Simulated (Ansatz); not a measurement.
Consider the ligand exchange at the As–C bond: `[SiH3]CC[AsH2]` + CH₃SH → `CS[AsH2]` + `CC[SiH3]`.

Computed with Ansatz on PBE0-D4/def2-TZVP structures; ΔE is electronic, products minus reactants. CBS: MP2 limit from def2 TZ/QZ plus the TZ coupled-cluster correction, frozen cores. This one scheme is used for every species. Functionals use def2-TZVPP. For As outer-core shells are correlated without core-valence functions, which leaves a few kJ/mol of doubt a bond. Scalar relativity is left out up to krypton. One conformer a species, not always the lowest.

`[SiH3]CC[AsH2]`:

Cartesian coordinates in Å:
```
Si 0.173 1.826 -0.830
C -0.466 0.223 -0.079
C 0.651 -0.736 0.301
As 0.096 -2.460 1.104
H 0.961 1.536 -2.060
H -0.950 2.735 -1.187
H 1.063 2.525 0.137
H -1.147 -0.249 -0.795
H -1.074 0.468 0.798
H 1.334 -0.282 1.026
H 1.260 -1.001 -0.568
H -0.997 -2.742 0.079
H -0.905 -1.843 2.075
```

CH₃SH:

```xyz
6

C     0.042    0.334    0.358
S    -0.104   -0.227   -1.353
H    -0.830    0.052    0.947
H     0.095    1.422    0.317
H     0.952   -0.040    0.825
H    -0.154   -1.542   -1.092
```

`CS[AsH2]`:

Cartesian coordinates in Å:
```
C 0.858 1.134 0.027
S 0.780 -0.669 0.155
As -1.419 -0.949 -0.111
H 0.281 1.616 0.816
H 0.519 1.481 -0.948
H 1.909 1.400 0.149
H -1.324 -2.081 -1.127
H -1.603 -1.931 1.039
```

`CC[SiH3]`:

```xyz
11

C     0.763    0.949   -0.732
C     0.486    0.108    0.511
Si   -1.042   -0.969    0.356
H     1.658    1.564   -0.610
H    -0.070    1.622   -0.950
H     0.913    0.321   -1.614
H     0.363    0.750    1.389
H     1.340   -0.543    0.730
H    -0.901   -1.909   -0.791
H    -2.247   -0.128    0.116
H    -1.263   -1.766    1.594
```

| level | ΔE (eV) |
| --- | --- |
| PBE0-D4 | -0.54 |
| ωB97M-V | -0.51 |
| r2SCAN | -0.56 |
| SCS-MP2/def2-TZVPP | -0.45 |

**Question.** What does CCSD(T)/CBS give? (An estimate is asked.)

**Answer.** The calculation gave: -0.47 eV. The listed levels differ from it by -0.07, -0.04, -0.09, 0.02 eV.

Largest T1 diagnostic among the species: 0.011.

In def2-TZVPP, CCSD(T) changes the Hartree–Fock value by +0.11 eV (the triples alone add −0.00 eV) and MP2 by +0.10 eV.
